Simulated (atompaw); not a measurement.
# Cutoff test, N, PAW (atompaw)

N, PAW, made with atompaw 4.2.0.5 (LDA (PW92), scalar-relativistic). Core [He], reference 2s2 2p1 (charge +2). Waves: 2s (bound): rc 1.00 bohr; 2s channel at -2.35 Ry: rc 2.15 bohr; 2p (bound): rc 2.15 bohr; 2p channel at -0.25 Ry: rc 2.15 bohr; 3d channel at 0.25 Ry: rc 2.15 bohr; 3d channel at 0.8 Ry: rc 2.15 bohr. Local part: troulliermartins scheme with l = 3 at 0.5 Ry, radius 2.10 bohr. Core correction: smooth core density matched at 1.80 bohr. Augmentation charge: sinc compensation charge, radius 1.95 bohr; PAW radius 2.15 bohr; waves and projectors: custom polynom2 7 10 vanderbiltortho.

The pseudo-atom Hamiltonian at the reference potential is diagonalised in spherical Bessel functions j_l(qr) that vanish at 20 bohr, with q² up to the cutoff. All-electron valence levels (Ry): 2s -3.5938, 2p -2.7650.

Task: How do the lowest levels (Ry) of each channel move with the cutoff, and are there ghosts?

Result:

```csv
cutoff (Ry),s #1,p #1,p #2,d #1,d #2,f #1,f #2,Σ f·Δε (mRy)
8,-3.5401,-2.6247,-0.7478,-0.5793,-0.2931,-0.2581,-0.1432,247.5
10,-3.5780,-2.7227,-0.7632,-0.5833,-0.2947,-0.2582,-0.1432,73.7
12,-3.5895,-2.7547,-0.7683,-0.5853,-0.2954,-0.2582,-0.1432,18.7
15,-3.5925,-2.7643,-0.7697,-0.5861,-0.2958,-0.2582,-0.1433,3.2
18,-3.5930,-2.7649,-0.7698,-0.5864,-0.2959,-0.2582,-0.1433,1.5
21,-3.5930,-2.7649,-0.7698,-0.5864,-0.2959,-0.2582,-0.1433,1.5
25,-3.5931,-2.7649,-0.7698,-0.5864,-0.2959,-0.2582,-0.1433,1.3
30,-3.5932,-2.7649,-0.7698,-0.5864,-0.2959,-0.2582,-0.1433,1.0
35,-3.5933,-2.7649,-0.7698,-0.5864,-0.2959,-0.2582,-0.1433,0.8
40,-3.5933,-2.7649,-0.7698,-0.5864,-0.2959,-0.2582,-0.1433,0.8
400,-3.5937,-2.7650,-0.7698,-0.5864,-0.2959,-0.2582,-0.1433,0.0
```

Result: no extra level below or beside the all-electron valence levels (s, p, d, f tested); 10 mRy is reached at 15 Ry and 1 mRy at 30 Ry.
